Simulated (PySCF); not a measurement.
Al(H)(NCO)(OMe) (C2H4AlNO2), SMILES C[O][AlH][N]=C=O. Heavy atoms are numbered as in [AlH:1]([N:3]=[C:4]=[O:5])[O:6][CH3:7]. Hydrogens are named by the atom that carries them.

Geometry optimised at PBE-D3(BJ)/def2-SVP. The structure was generated by enumeration; whether it is a known compound was not checked. Other conformers were not sampled.

Level of theory: PBE/def2-TZVP in PySCF.

ESP charges are fitted to the potential on shells at 1.4 to 2.0 van der Waals radii. Atomic charges (e), one atom of each kind:

| atom | ESP fit | meta-Löwdin |
|---|---|---|
| Al1 (AlH) | 0.95 | 0.88 |
| H on Al1 | -0.24 | -0.12 |
| N3 | -0.56 | -0.49 |
| C4 | 0.52 | 0.44 |
| O5 | -0.34 | -0.33 |
| O6 | -0.52 | -0.59 |
| C7 (CH3) | 0.07 | -0.12 |
| H on C7 | 0.05 | 0.11 |
